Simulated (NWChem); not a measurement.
System: N$_{2}$H$_{3}$, doublet; SMILES N[NH]

The following NWChem deck was run.

```
start job
memory heap 200 mb stack 900 mb global 1100 mb
geometry units angstroms
  N      0.629000    -0.312248     0.094593
  N     -0.575530     0.225307    -0.109457
  H      1.345356     0.410971     0.034166
  H     -0.758981     1.209625     0.066878
  H     -1.329410    -0.412442     0.105517
end
basis spherical
  * library def2-tzvp
end
dft
  odft
  mult 2
  xc pbe0
  disp vdw 4
  iterations 150
end
driver
  maxiter 120
end
task dft optimize
task dft freq
```

Parts of the log:

```
             Northwest Computational Chemistry Package (NWChem) 7.3.0
             --------------------------------------------------------

 C1  symmetry detected

                             Geometry "geometry" -> ""
                             -------------------------

 Output coordinates in angstroms (scale by  1.889725989 to convert to a.u.)

  No.       Tag          Charge          X              Y              Z
 ---- ---------------- ---------- -------------- -------------- --------------
    1 N                    7.0000    -0.10413164    -0.73563298     0.00324631
    2 N                    7.0000    -0.00800034     0.59446875    -0.05227363
    3 H                    1.0000     0.82523575    -1.15212924    -0.04842755
    4 H                    1.0000     0.83910320     1.08183062     0.22794811
    5 H                    1.0000    -0.87941513     1.05844824     0.16367070

 Effective nuclear repulsion energy (a.u.)      36.7015850986

                                Z-matrix (autoz)
                                --------

 Units are Angstrom for bonds and degrees for angles

      Type          Name      I     J     K     L     M      Value
      ----------- --------  ----- ----- ----- ----- ----- ----------
    1 Stretch                  1     2                       1.33473
    2 Stretch                  1     3                       1.01974
    3 Stretch                  2     4                       1.01668
    4 Stretch                  2     5                       1.01058
    5 Bend                     1     2     4               121.75259
    6 Bend                     1     2     5               112.73923
    7 Bend                     2     1     3               109.83250
    8 Bend                     4     2     5               116.07097
    9 Torsion                  3     1     2     4         -24.45129
   10 Torsion                  3     1     2     5        -169.51402

                           NWChem Geometry Optimization
                           ----------------------------

 maximum gradient threshold         (gmax) =   0.000450
 rms gradient threshold             (grms) =   0.000300
 maximum cartesian step threshold   (xmax) =   0.001800
 rms cartesian step threshold       (xrms) =   0.001200
 fixed trust radius                (trust) =   0.300000
 source of zmatrix                         =   autoz

          -------------------
          Energy Minimization
          -------------------

[...]

      ----------------------
      Optimization converged
      ----------------------

  Step       Energy      Delta E   Gmax     Grms     Xrms     Xmax
  ---- ---------------- -------- -------- -------- -------- --------
@    6    -111.15123602 -4.9D-08  0.00001  0.00001  0.00018  0.00049
                                     ok       ok       ok       ok

                                Z-matrix (autoz)
                                --------

 Units are Angstrom for bonds and degrees for angles

      Type          Name      I     J     K     L     M      Value     Gradient
      ----------- --------  ----- ----- ----- ----- ----- ---------- ----------
    1 Stretch                  1     2                       1.33796   -0.00001
    2 Stretch                  1     3                       1.02126    0.00001
    3 Stretch                  2     4                       1.01167    0.00000
    4 Stretch                  2     5                       1.00749   -0.00000
    5 Bend                     1     2     4               120.86716    0.00000
    6 Bend                     1     2     5               113.90592    0.00000
    7 Bend                     2     1     3               106.07494   -0.00000
    8 Bend                     4     2     5               114.62817   -0.00000
    9 Torsion                  3     1     2     4         -25.12359    0.00001
   10 Torsion                  3     1     2     5        -167.87278    0.00001

                         Geometry "geometry" -> "geometry"
                         ---------------------------------

 Output coordinates in angstroms (scale by  1.889725989 to convert to a.u.)

[...]

 Rotational Constants
 --------------------
 A=   6.877347 cm-1  (  9.894746 K)
 B=   1.039838 cm-1  (  1.496062 K)
 C=   0.916079 cm-1  (  1.318004 K)

 Temperature                      =   298.15K
 frequency scaling parameter      =   1.0000

 Zero-Point correction to Energy  =   24.968 kcal/mol  (  0.039788 au)
 Thermal correction to Energy     =   26.955 kcal/mol  (  0.042955 au)
 Thermal correction to Enthalpy   =   27.547 kcal/mol  (  0.043899 au)

 Total Entropy                    =   55.282 cal/mol-K
   - Translational                =   36.214 cal/mol-K (mol. weight =  31.0296)
   - Rotational                   =   18.142 cal/mol-K (symmetry #  =        1)
   - Vibrational                  =    0.926 cal/mol-K

 Cv (constant volume heat capacity) =    8.417 cal/mol-K
   - Translational                  =    2.979 cal/mol-K
   - Rotational                     =    2.979 cal/mol-K
   - Vibrational                    =    2.458 cal/mol-K

[normal modes left out]

 ----------------------------------------------------------------------------
 Normal Eigenvalue ||           Projected Infra Red Intensities
  Mode   [cm**-1]  || [atomic units] [(debye/angs)**2] [(KM/mol)] [arbitrary]
 ------ ---------- || -------------- ----------------- ---------- -----------
    1       -0.000 ||    0.006568           0.152         6.403       2.235
    2       -0.000 ||    0.008106           0.187         7.902       2.758
    3       -0.000 ||    0.000057           0.001         0.056       0.019
    4       -0.000 ||    0.033197           0.766        32.362      11.296
    5       -0.000 ||    0.024950           0.576        24.323       8.490
    6       -0.000 ||    0.004708           0.109         4.590       1.602
    7      557.288 ||    0.135891           3.135       132.473      46.240
    8      706.630 ||    0.132454           3.056       129.123      45.071
    9     1145.563 ||    0.023342           0.539        22.755       7.943
   10     1283.993 ||    0.003488           0.080         3.400       1.187
   11     1486.145 ||    0.023178           0.535        22.595       7.887
   12     1668.231 ||    0.018283           0.422        17.824       6.221
   13     3452.324 ||    0.005138           0.119         5.008       1.748
   14     3514.872 ||    0.000881           0.020         0.859       0.300
   15     3658.373 ||    0.020580           0.475        20.063       7.003
 ----------------------------------------------------------------------------
```

Level: PBE0-D3(BJ)/def2-TZVP, spin-unrestricted.
